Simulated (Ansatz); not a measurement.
**Nudged elastic band run: CH5CuO**

Input:

```yaml
crystal:
  periodic: [false, false, false]
  atoms:
    - { symbol: C, position_ang: [-0.764407, 1.371344, -0.494503] }
    - { symbol: Cu, position_ang: [0.204749, -0.177954, -0.000909] }
    - { symbol: O, position_ang: [1.240654, -1.813334, 0.512349] }
    - { symbol: H, position_ang: [-1.321957, 1.777662, 0.355028] }
    - { symbol: H, position_ang: [-1.478122, 1.143323, -1.292562] }
    - { symbol: H, position_ang: [-0.08377, 2.147412, -0.858857] }
    - { symbol: H, position_ang: [1.450664, -1.825989, 1.452183] }
    - { symbol: H, position_ang: [0.752199, -2.622464, 0.327272] }
basis:
  gaussian: { orbitals: def2-TZVP }
hamiltonian:
  xc: pbe0
neb:
  order_check: false
  images: 5
  f_tol: 0.05
  max_iterations: 60
  final_atoms:
    - { symbol: C, position_ang: [-0.76452826, 1.37116367, -0.49426483] }
    - { symbol: Cu, position_ang: [0.01717697, -0.22893421, 0.1473483] }
    - { symbol: O, position_ang: [0.8384579, -1.92354538, 0.83133565] }
    - { symbol: H, position_ang: [-1.32605668, 1.87074348, 0.30162578] }
    - { symbol: H, position_ang: [-1.4559281, 1.15980411, -1.31628828] }
    - { symbol: H, position_ang: [-0.00123435, 2.06450095, -0.86089855] }
    - { symbol: H, position_ang: [1.68082299, -1.76261076, 1.2696281] }
    - { symbol: H, position_ang: [1.01129952, -2.55112186, 0.12151484] }
  initial_path:
    images:
      - { positions_ang: [[-0.764407, 1.371344, -0.494503], [0.204749, -0.177954, -0.000909], [1.240654, -1.813334, 0.512349], [-1.321957, 1.777662, 0.355028], [-1.478122, 1.143323, -1.292562], [-0.08377, 2.147412, -0.858857], [1.450664, -1.825989, 1.452183], [0.752199, -2.622464, 0.327272]] }
      - { positions_ang: [[-0.75543347, 1.35145031, -0.48645117], [0.19016959, -0.21608211, 0.03575995], [1.17972531, -1.83827516, 0.56793971], [-1.31834116, 1.78816963, 0.34174595], [-1.46866955, 1.14402921, -1.28878999], [-0.07287905, 2.12251291, -0.85478361], [1.49513487, -1.74943904, 1.44850622], [0.75030347, -2.60236576, 0.23607395]] }
      - { positions_ang: [[-0.74645995, 1.33155663, -0.47839935], [0.17559018, -0.25421023, 0.0724289], [1.11879662, -1.86321631, 0.62353041], [-1.31472532, 1.79867727, 0.32846389], [-1.45921709, 1.14473543, -1.28501798], [-0.06198811, 2.09761382, -0.85071022], [1.53960573, -1.67288908, 1.44482944], [0.74840794, -2.58226752, 0.1448759]] }
      - { positions_ang: [[-0.73748642, 1.31166294, -0.47034752], [0.16101077, -0.29233834, 0.10909786], [1.05786792, -1.88815747, 0.67912112], [-1.31110948, 1.8091849, 0.31518184], [-1.44976464, 1.14544164, -1.28124597], [-0.05109716, 2.07271472, -0.84663683], [1.5840766, -1.59633912, 1.44115266], [0.74651241, -2.56216927, 0.05367785]] }
      - { positions_ang: [[-0.74650037, 1.33149651, -0.47831996], [0.11306617, -0.27120363, 0.121848], [0.98473125, -1.89995344, 0.72985929], [-1.31609188, 1.82970443, 0.31066315], [-1.45181912, 1.15022913, -1.29292674], [-0.03447622, 2.0699768, -0.85139074], [1.61632539, -1.651763, 1.38397781], [0.83477478, -2.5584868, 0.07629018]] }
      - { positions_ang: [[-0.75551431, 1.35133009, -0.48629239], [0.06512157, -0.25006892, 0.13459815], [0.91159458, -1.91174941, 0.78059747], [-1.32107428, 1.85022395, 0.30614447], [-1.45387361, 1.15501662, -1.30460751], [-0.01785528, 2.06723887, -0.85614465], [1.64857419, -1.70718688, 1.32680296], [0.92303715, -2.55480433, 0.09890251]] }
      - { positions_ang: [[-0.76452826, 1.37116367, -0.49426483], [0.01717697, -0.22893421, 0.1473483], [0.8384579, -1.92354538, 0.83133565], [-1.32605668, 1.87074348, 0.30162578], [-1.4559281, 1.15980411, -1.31628828], [-0.00123435, 2.06450095, -0.86089855], [1.68082299, -1.76261076, 1.2696281], [1.01129952, -2.55112186, 0.12151484]] }
```

Command:

```bash
$ ansatz run input.yaml --threads 2 --pin off --max-ram 3072MiB --backend cpu --events-out ev --progress --plain --runs-dir out
```

Output, in part (warnings, iteration lines, the closing report on the highest movable image, with atoms numbered from 0):

```
NEB end point (image 0): max|allowed force component| = 6.401e-3 eV/Å (the criterion of neb.relax_end_points is 1.000e-2)
NEB end point (image 6): max|allowed force component| = 6.916e-3 eV/Å (the criterion of neb.relax_end_points is 1.000e-2)
NEB iter   1: max|band force component| = 2.319e0 eV/Å  barrier→ = 0.9153 eV  barrier← = 0.9154 eV  Δτ_max = 0.0488 Å  (198 SCF iters)
NEB iter   2: max|band force component| = 2.092e0 eV/Å  barrier→ = 0.6456 eV  barrier← = 0.6457 eV  Δτ_max = 0.2000 Å  (164 SCF iters)
NEB iter   3: max|band force component| = 1.358e0 eV/Å  barrier→ = 0.1221 eV  barrier← = 0.1221 eV  Δτ_max = 0.1182 Å  (173 SCF iters)
NEB iter   4: max|band force component| = 2.653e-1 eV/Å  barrier→ = 0.0491 eV  barrier← = 0.0491 eV  CI = image 3  Δτ_max = 0.0226 Å  (161 SCF iters)
NEB iter   5: max|band force component| = 3.836e-2 eV/Å  barrier→ = 0.0408 eV  barrier← = 0.0409 eV  CI = image 3  Δτ_max = 0.0000 Å  (424 SCF iters)
Total energy: -47797.71984561 eV, -1756.5338058682 hartree
Atom 0 at    -0.785355     1.405943    -0.505771 Å, force    -0.011628     0.020274    -0.006281 eV/Å
Atom 1 at     0.095350    -0.170345     0.062396 Å, force     0.021334    -0.036158     0.013180 eV/Å
Atom 2 at     1.021124    -1.832299     0.662208 Å, force     0.008503    -0.025426     0.011466 eV/Å
Atom 3 at    -1.341771     1.860252     0.320595 Å, force     0.003550    -0.003231    -0.009053 eV/Å
Atom 4 at    -1.493689     1.183290    -1.310726 Å, force     0.007196     0.006157     0.007663 eV/Å
Atom 5 at    -0.066246     2.142480    -0.878796 Å, force    -0.008581    -0.006334     0.001172 eV/Å
Atom 6 at     1.624827    -1.896097     1.405883 Å, force    -0.024973     0.005338    -0.034243 eV/Å
Atom 7 at     0.945771    -2.693225     0.244212 Å, force     0.004597     0.039379     0.016095 eV/Å
Dipole moment:     0.608790    -1.084893     0.387865 e Å
```

The run converged. A vibrational analysis at the climbing image gives one clearly imaginary mode, 317i cm⁻¹: a first-order saddle point.

Final band (atoms are numbered from 1 in the order of the input):

```json
{"image": "0", "path coordinate (Å)": "0.00", "energy (eV)": "0.000", "height of O3 over the plane of its neighbours (Å)": "0.37"}
{"image": "1", "path coordinate (Å)": "0.15", "energy (eV)": "0.007", "height of O3 over the plane of its neighbours (Å)": "0.30"}
{"image": "2", "path coordinate (Å)": "0.31", "energy (eV)": "0.028", "height of O3 over the plane of its neighbours (Å)": "0.16"}
{"image": "3", "path coordinate (Å)": "0.46", "energy (eV)": "0.041", "height of O3 over the plane of its neighbours (Å)": "-0.01"}
{"image": "4", "path coordinate (Å)": "0.62", "energy (eV)": "0.027", "height of O3 over the plane of its neighbours (Å)": "-0.17"}
{"image": "5", "path coordinate (Å)": "0.77", "energy (eV)": "0.007", "height of O3 over the plane of its neighbours (Å)": "-0.30"}
{"image": "6", "path coordinate (Å)": "0.92", "energy (eV)": "0.000", "height of O3 over the plane of its neighbours (Å)": "-0.37"}
```

The run took 100 s on 2 threads of Intel(R) Xeon(R) Platinum 8259CL CPU @ 2.50GHz (Skylake/Cascade Lake), with other jobs on the host, peak memory 0.34 GiB.
